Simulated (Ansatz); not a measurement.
Reaction (hydrogenolysis of the Si–B bond): `B[SiH](N)P` + H₂ → `N[SiH2]P` + BH₃

Program: Ansatz. Geometries: PBE0-D4/def2-TZVP. ΔE: electronic, gas phase. CCSD(T)/CBS is the MP2 limit (def2-TZVPP, def2-QZVPP) plus CCSD(T) − MP2 in def2-TZVPP, frozen cores. This one scheme is used for every species. One conformer a species, not always the lowest.

`B[SiH](N)P`:

Z-matrix (Å, degrees):
```
B
P 1 2.479
Si 1 1.936 2 61.9
H 1 1.194 2 105.9 3 117.4
H 1 1.199 2 105.4 3 -114.0
H 2 1.419 1 89.8 3 -95.8
H 2 1.459 1 45.0 3 169.4
N 3 1.706 1 121.8 2 -110.7
H 3 1.480 1 124.3 2 95.4
H 8 1.006 3 122.2 1 160.6
H 8 1.006 3 120.3 1 8.8
```

H₂:

Z-matrix (Å, degrees):
```
H
H 1 0.746
```

`N[SiH2]P`:

Cartesian coordinates in Å:
```
N -0.661 1.206 0.764
Si -0.522 -0.177 -0.246
P 1.613 -0.305 -0.966
H -0.152 1.272 1.630
H -1.533 1.706 0.814
H -1.417 0.051 -1.411
H -0.927 -1.465 0.393
H 2.101 -0.609 0.337
H 1.499 -1.679 -1.315
```

BH₃:

Cartesian coordinates in Å:
```
B 0.000 0.000 0.000
H 0.955 0.715 0.046
H -0.586 -0.147 -1.029
H -0.368 -0.568 0.983
```

| species | CCSD(T)/CBS(def2) energy (Eh) |
| --- | --- |
| `B[SiH](N)P` | -713.71939 |
| H₂ | -1.17544 |
| `N[SiH2]P` | -688.35145 |
| BH₃ | -26.55200 |

**Question.** Work out ΔE.

**Answer.** ΔE = (-688.35145) + (-26.55200) − (-713.71939) − (-1.17544) = -0.00862 Eh = -5.4 kcal/mol.

**Question.** What do rigid-rotor, harmonic-oscillator terms from PBE0-D4/def2-TZVP frequencies (298.15 K, 1 bar) make of the CCSD(T)/CBS value? (An estimate is asked.)

**Answer.** The calculation gave: ΔZPE = +1.8 kcal/mol, ΔH = -4.0 kcal/mol, ΔS = 39 J/(mol·K), ΔG = -6.8 kcal/mol.

Largest T1 diagnostic among the species: 0.016.

From PBE to PBE0 (25 % exact exchange), in def2-TZVPP and without D4, ΔE moves by −4.1 kcal/mol. In def2-TZVPP, CCSD(T) changes the Hartree–Fock value by +18.7 kcal/mol (the triples alone add +3.4 kcal/mol) and MP2 by +19.8 kcal/mol.
